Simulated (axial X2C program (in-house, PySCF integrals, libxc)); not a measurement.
Photoelectron levels of TeBr⁻ by EOM-IP-CCSD

Calculated with an in-house all-electron X2C program for linear molecules (integrals from PySCF): two-component X2C with atomic mean-field Coulomb and Gaunt terms, Gaussian nuclei, basis Te dyall-acv3z, Br dyall-acv3z with contracted cores.

R = 2.398 Å (0.920 times 2.607 Å, the PBE0 minimum at charge -1 for the lowest determinant).

Vertical detachment energies of TeBr⁻ to the states of TeBr:

```json
{"Ω of TeBr": "3/2", "vertical detachment energy (eV)": "2.156", "above lowest (cm⁻¹)": "0", "ionised spinor": "77% Te pπ, 9% Br pπ, 8% Br dπ", "one-hole weight": "0.95"}
{"Ω of TeBr": "1/2", "vertical detachment energy (eV)": "2.642", "above lowest (cm⁻¹)": "3922", "ionised spinor": "76% Te pπ, 10% Br pπ, 7% Br dπ", "one-hole weight": "0.94"}
{"Ω of TeBr": "3/2", "vertical detachment energy (eV)": "6.058", "above lowest (cm⁻¹)": "31475", "ionised spinor": "81% Br pπ, 11% Te pπ", "one-hole weight": "0.92"}
{"Ω of TeBr": "1/2", "vertical detachment energy (eV)": "6.362", "above lowest (cm⁻¹)": "33929", "ionised spinor": "77% Br pπ, 12% Te pπ", "one-hole weight": "0.92"}
{"Ω of TeBr": "1/2", "vertical detachment energy (eV)": "6.762", "above lowest (cm⁻¹)": "37156", "ionised spinor": "51% Br pσ, 28% Te pσ, 11% Te sσ", "one-hole weight": "0.91"}
```

Q: What is the splitting of the first π pair in the table, and is it regular or inverted?

A: E(3/2) − E(1/2) = 0 − 3922 = -3922 cm⁻¹ at EOM-IP-CCSD: inverted, Ω = 3/2 lower. Splittings at this level can be off by ten to twenty per cent.

This point took 16 s on 1 thread of Arm Neoverse V1, on a shared host.

Reference electrons by ω block (each with its −ω partner): 1/2: 28, 3/2: 13, 5/2: 3. 14 electrons of TeBr⁻ correlated (inner shells frozen), 92 natural virtual spinors (a truncated set); levels can be off by some tenths of an eV. Roots sought by Ω: (1/2: 4, 3/2: 3, 5/2: 1); rows need 60 % one-particle weight and stop where some Ω has no more roots. Missing are any skipped roots, higher Ω and states of a further excitation; these come out far too high here and may in truth be low or lowest. T1 of the reference 0.009 (Lee–Taylor). Number of frozen shells: Te 4 s, 3 p, 2 d; Br 3 s, 2 p, 1 d.
